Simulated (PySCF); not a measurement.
**Two-component Hartree-Fock for Pm⁵³⁺ (promethium, charge +53)**

Start: [He] 2s2 2p4; 2p1/2 filled at m_j = -1/2, +1/2; 2p3/2 filled at m_j = +1/2, +3/2. Calculated with PySCF 2.14 in an even-tempered Gaussian basis (17 s from 33 bohr⁻², ratio 2.4; 13 p from 43 bohr⁻², ratio 2.4; 5 d from 150 bohr⁻², ratio 2.6; 4 f from 220 bohr⁻², ratio 2.6): generalised Hartree-Fock with the X2C-1e Hamiltonian and a Gaussian nucleus; one run each with spin-orbit coupling (SO) switched off, then screened by Boettger's factors.

```
spinor shell  electrons  ε, spin-free (eV)  ε, screened SO (eV)  weight of nominal j (screened SO)  rms radius, screened SO (bohr)
       1s1/2          2           -49993.7             -49973.6                              1.000                          0.0263
       2s1/2          2           -11554.0             -11548.1                              1.000                           0.104
       2p1/2          2           -10866.3             -11268.2                              0.999                          0.0884
       2p3/2          2           -10866.3             -10681.6                              1.000                          0.0938
```

| quantity | spin-free | screened SO |
| --- | --- | --- |
| E (hartree) | -6473.90046 | -6491.01252 |
| M_J | 2 | 2 |
| ⟨J²⟩ | 6.000 | 6.000 |
| ⟨L²⟩ | 2.000 | 3.243 |
| ⟨S²⟩ | 2.000 | 1.389 |

Each row is a mean over spinors that exchange with the open shell spreads, by up to 70.797 eV (2s1/2).

Breit and QED terms are absent; they matter most for the inner s and p1/2 levels.

Densities and radii are taken from the X2C orbitals without a picture-change correction, which distorts them close to the nucleus.

Without spin-orbit coupling the j labels of p, d and f shells carry no meaning; the spin-free column gives the mean over the occupied spinors of each nl shell.
